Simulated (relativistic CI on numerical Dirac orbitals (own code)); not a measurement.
L2,3 absorption of copper in several valence states

Computed multiplet spectra 2p⁶3dⁿ → 2p⁵3dⁿ⁺¹ (Dirac-Coulomb-Breit ions, Slater integrals scaled by 0.9, an assumed crystal field that grows with the charge, no charge transfer; 300 K; Lorentzian 0.4 eV and Gaussian 0.3 eV FWHM at both edges, so that L2 comes out sharper than in experiment). Peaks over 5 % are given in eV from the highest peak in the L3 region of each spectrum (height, largest 100). S of the lowest state is read from ⟨S²⟩, and the branching ratio is the share of L3, cut at the minimum between the edges.

Field parameters in Wybourne normalisation: Oh B⁴₀ = 21Dq, B⁴₄ = √(5/14) B⁴₀. The field is a parameter set, without covalency.

- Cu2+ (d9, Oh, 10Dq = 8750 cm⁻¹): S = 0.50, branching ratio 0.76; peaks 0.0 (100), 20.1 (32)
- Cu3+ (d8, Oh, 10Dq = 11300 cm⁻¹): S = 1.00, branching ratio 0.76; peaks 0.0 (100), 1.1 (16), 2.8 (24), 3.8 (8), 20.3 (24), 21.9 (31)
- Cu4+ (d7, Oh, 10Dq = 13850 cm⁻¹): S = 1.50, high spin, branching ratio 0.84; peaks -4.7 (57), -3.2 (76), -2.8 (76), -1.7 (87), 0.0 (100), 1.0 (31), 1.9 (14), 2.8 (11), 3.5 (8), 18.6 (21), 19.7 (28), 20.2 (27)

The centroid of the whole edge, which also moves with the branching ratio, lies at 936.6 (Cu2+), 940.4 (Cu3+), 941.7 (Cu4+) eV in this ionic model, in steps of 1.3 to 3.8 eV. Compounds show about 1 to 2 eV a unit and lower energies for the high valences, since ligands screen the charge. The multiplet shape follows the d count and the spin state, and so serves as a fingerprint of valence. Real compounds of Cu4+ are mostly low spin, since covalency shrinks the Slater integrals more than this scale does.
